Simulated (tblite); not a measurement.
C6H13N (charge +1 and doublet state).
Cartesian coordinates in Å at the GFN2-xTB level; atoms count from 1:
```xyz
20
C6H13N angstrom
C      1.947    0.960    0.341
C      1.060    0.095   -0.542
N      1.702   -1.070   -0.942
C     -0.228   -0.292    0.334
C     -1.115    0.887    0.723
C     -2.309    0.030    0.264
C     -1.362   -0.970   -0.426
H      2.311    0.408    1.204
H      1.413    1.838    0.688
H      2.807    1.283   -0.244
H      0.691    0.640   -1.416
H      1.412   -1.574   -1.764
H      2.302   -1.556   -0.292
H      0.122   -0.867    1.191
H     -1.068    1.175    1.770
H     -1.003    1.775    0.105
H     -2.816   -0.427    1.111
H     -3.021    0.528   -0.388
H     -1.349   -0.826   -1.505
H     -1.503   -2.028   -0.215
```

All values are computed: GFN2-xTB (tblite) harmonic vibrations without scaling, gas phase. Against measured fundamentals such values can be off by several per cent, at times by over 20. One conformer, not necessarily the lowest. Open shells enter through the occupations alone, without spin polarisation, and single modes of such species can be off by tens of per cent.

Harmonic wavenumbers (cm⁻¹): 74.7, 96.7, 188.0, 199.7, 254.4, 309.1, 354.5, 371.7, 435.2, 443.7, 607.1, 764.2, 784.7, 798.5, 916.8, 948.1, 952.3, 967.2, 971.7, 1000.9, 1037.0, 1047.3, 1082.6, 1111.4, 1141.3, 1144.9, 1167.9, 1183.3, 1201.4, 1213.5, 1235.3, 1241.2, 1246.7, 1307.7, 1390.4, 1427.3, 1432.7, 1438.6, 1443.3, 1447.4, 1462.5, 2944.5, 2982.9, 3009.1, 3018.7, 3023.4, 3024.7, 3029.3, 3030.7, 3043.1, 3046.9, 3078.3, 3430.3, 3492.4.

A = 4710, B = 1880, C = 1461 MHz; mass 99.105 u (most abundant isotopes); point group C1, symmetry number 1; spin multiplicity 2.

Question: What is the zero-point energy?

Answer: ½Σν̃ = 38999 cm⁻¹ = 111.50 kcal/mol.

Question: Entropy at 298.15 K, 1 bar (ideal gas, RRHO, classical rotation)?

Answer: Translation 39.72, rotation 27.61, vibration 21.44, spin (R ln 2) 1.38: S = 90.1 cal/(mol K).

Question: And Cp and H(298.15 K) − H(0)?

Answer: Cp = 34.35 cal/(mol K), of which vibrations give 26.41 (their classical limit is 54 R = 107.3); H(298.15 K) − H(0) = 6.00 kcal/mol without the zero-point energy, 3.63 from vibrations.

Question: Blend soft modes into free rotors: weight 1/[1 + (100 cm⁻¹/ν̃)⁴] for the oscillator and the rest for a rotor with moment μB/(μ + B), μ = h/(8π²ν), B = 10⁻⁴⁴ kg m². What vibrational entropy results?

Answer: 20.45 cal/(mol K) in place of 21.44, which changes −T·S at 298.15 K by +0.29 kcal/mol.

Question: How do the functions run with temperature in this model?

Answer: 
```
 T (K)  S (cal/(mol K))  Cp (cal/(mol K))  H − H(0) (kcal/mol)  G − H(0) (kcal/mol)  ln q(vib)
    50             55.9              11.0                 0.45                -2.35       0.20
   100             65.0              15.7                 1.12                -5.38       0.88
373.15             98.7              42.5                 8.88               -27.96       6.23
   500            112.9              54.7                15.07               -41.39       9.02
   750            138.6              71.8                31.05               -72.90      14.65
  1000            160.9              83.1                50.50              -110.41      20.15
```

q(vib) and H(0) count from the zero-point level.

Hindered rotation and anharmonicity are outside this model. Other conformers, if any are populated, would add a mixing term that is left out. The structure is chiral; the term R ln 2 for an equal mix with its mirror image is left out.

Hardware: an Arm Neoverse V2 with one thread, shared host with 32 logical CPUs at a one-minute load of 13. Cost: 0.5 s. This covers the Hessian and the dipole derivatives.
